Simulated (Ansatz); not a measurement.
Reaction (formal exchange of groups at the Si–O bond): `[SiH3]O[SiH2][SiH3]` + SiH₄ → trisilane + silanol

Isolated molecules relaxed with PBE0-D4/def2-TZVP in Ansatz; ΔE leaves out vibrations. CBS: MP2 limit from def2 TZ/QZ plus the TZ coupled-cluster correction, frozen cores. This one scheme is used for every species. Functionals use def2-TZVPP. B3LYP here is the variant with VWN-RPA as its local correlation; programs differ in this. HSE06 is defined as in plane-wave codes. Each species was taken in one conformer, which may not be the lowest.

```tsv
level	ΔE (kJ/mol)	difference from CCSD(T)/CBS
r2SCANh-D4	83.7	-5.7
r2SCAN0-D4	85.3	-4.1
HSE06-D4	72.2	-17.2
ωB97M-V	92.4	3.0
PBE	63.7	-25.7
B3LYP	90.6	1.2
r2SCAN0	84.6	-4.8
CCSD/def2-SVP	87.9	-1.5
CCSD(T)/def2-TZVPP	89.7	0.3
MP2/CBS(def2)	94.5	5.1
CCSD(T)/CBS	89.4	0
```

Largest T1 diagnostic among the species: 0.013.

From BLYP to BHLYP (50 % exact exchange), in def2-TZVPP and without D4, ΔE moves by +16.2 kJ/mol. Leaving LDA and LC-ωPBE aside and taking each functional with its dispersion term where it has one, the values, not all of them listed here, spread over 37.9 kJ/mol, from PBE-D4 to BHLYP-D4. LDA lies +3.8 kJ/mol from PBE without D4.
